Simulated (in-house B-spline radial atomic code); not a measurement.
RPA and G0W0 for Br⁻, [Ar] 3d10 4s2 4p6, as one setting changes: the share of exact exchange in the PBE hybrid start. A dash marks a level of low quasi-particle weight. Computed with an all-electron radial atomic-structure program (B-spline basis): all electrons, scalar-relativistic (spin-free one-electron X2C), finite nucleus, each spin shell either full or empty, empty states to l = 9 with an (l + 1/2)⁻⁴ tail; G0W0 by contour deformation at full frequency.

The anion's configuration is assumed.

```tsv
share of exact exchange in the PBE hybrid start	mean-field level (eV)	G0W0 level (eV)	RPA correlation (Eh)
0.5	-2.165	4p -3.554	-2.4861
0.6	?	?	?
0.7	?	?	?
0.8	-3.613	4p -3.676	-2.4132
0.9	-4.106	4p -3.692	-2.3905
1	-4.603	4p -3.700	-2.3685
```

(1) What belongs in the row for 0.7?

(2) What belongs in the row for 0.6?

(3) At what share of exact exchange does G0W0 leave the highest level unchanged?

Results:

(1) mean-field level (eV): -3.125; G0W0 level (eV): 4p -3.651; RPA correlation (Eh): -2.4367.

(2) mean-field level (eV): -2.642; G0W0 level (eV): 4p -3.612; RPA correlation (Eh): -2.461.

(3) Near 0.81, where the shift changes sign (-0.063 eV at 0.8, +0.414 eV at 0.9).
